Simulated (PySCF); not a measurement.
Input of a run (PBE0-D3(BJ)/def2-SVP geometry optimisation, gas phase (PySCF 2.14.0)), started from GFN2-xTB:
```
{"job": {"xc": "PBE0", "basis": "def2-SVP", "d3": "d3bj", "grid": 1, "shake": 0.01, "kind": "geom"}, "charge": 0, "multiplicity": 1}
Si     3.182200     0.450280     0.227670
Ge     1.409550    -0.884000    -0.541450
N     -0.109390    -0.501840     0.443030
C     -1.289080    -1.210630     0.177890
C     -2.150790    -0.309230    -0.756980
C     -1.568300     1.105010    -0.508080
C     -0.514620     0.871780     0.602620
H      3.335450     1.663160    -0.633870
H      2.907440     0.939420     1.608910
H      4.425020    -0.258760     0.214280
H      1.134310    -0.851780    -2.044520
H      1.550860    -2.369820    -0.287380
H     -1.145840    -2.180540    -0.264570
H     -1.872530    -1.357900     1.136530
H     -2.023770    -0.613820    -1.786030
H     -3.209050    -0.338650    -0.497420
H     -2.320460     1.833150    -0.208460
H     -1.080700     1.476370    -1.400020
H     -1.003220     0.978600     1.587430
H      0.291930     1.574600     0.550780
```

Output (energies in Eh, forces in Eh/bohr):
```
step   0  E = -2580.34579210  max force = 0.043649
step   1  E = -2580.35428463  max force = 0.006752
step   2  E = -2580.35468448  max force = 0.002601
step   3  E = -2580.35475001  max force = 0.000653
step   4  E = -2580.35480169  max force = 0.001525
step   5  E = -2580.35485381  max force = 0.002623
step   6  E = -2580.35496976  max force = 0.003104
step   7  E = -2580.35510261  max force = 0.002697
step   8  E = -2580.35518428  max force = 0.001344
step   9  E = -2580.35520937  max force = 0.000913
step  10  E = -2580.35521461  max force = 0.000701
step  11  E = -2580.35522016  max force = 0.000431
optimisation converged
```

Question: Summarise the run.

Answer: The energy falls by 24.8 kJ/mol over 12 energy and gradient evaluations, the largest force component goes from 0.0436 to 4.3e-04 Eh/bohr, and the atoms move by 0.225 Å rms after alignment. The bond that changes most is Si1–H10 (SiH3 silicon to Si–H hydrogen), which lengthens by 0.064 Å. Bonds longer at the end by more than 0.005 Å: 12 of 20; shorter: 4. Among the angles that change most is Si1–Ge2–H11, from 116.5° to 110.6°. Among the dihedrals that turn most is H9–Si1–Ge2–N3, from 21° to 49°. The energy never rose by more than 1e-6 Eh on the way. The first step brought 90 % of the lowering.

Question: What are the final bond lengths?

Answer: Si1–Ge2 2.382 Å, Ge2–N3 1.845 Å, N3–C4 1.454 Å, C4–C5 1.544 Å, C5–C6 1.544 Å, C6–C7 1.540 Å, N3–C7 1.451 Å, Si1–H8 1.496 Å, Si1–H9 1.494 Å, Si1–H10 1.495 Å, Ge2–H11 1.557 Å, Ge2–H12 1.542 Å, C4–H13 1.101 Å, C4–H14 1.108 Å, C5–H15 1.100 Å, C5–H16 1.100 Å, C6–H17 1.100 Å, C6–H18 1.101 Å, C7–H19 1.108 Å, C7–H20 1.101 Å. Numbering counts from 1 in the input's order; the species is `[SiH3][GeH2][N]1CCCC1`.

The run used 185 basis functions and 76 SCF cycles in all. On one thread of an Intel Xeon at 2.50 GHz, no GPU, shared host with 64 logical CPUs at a one-minute load of 63, this took 12 min wall, 9.0 min CPU and 0.83 GiB of memory at its peak.

Not checked by PBE0-D3(BJ)/def2-SVP frequencies. The numbers are those of one conformer.
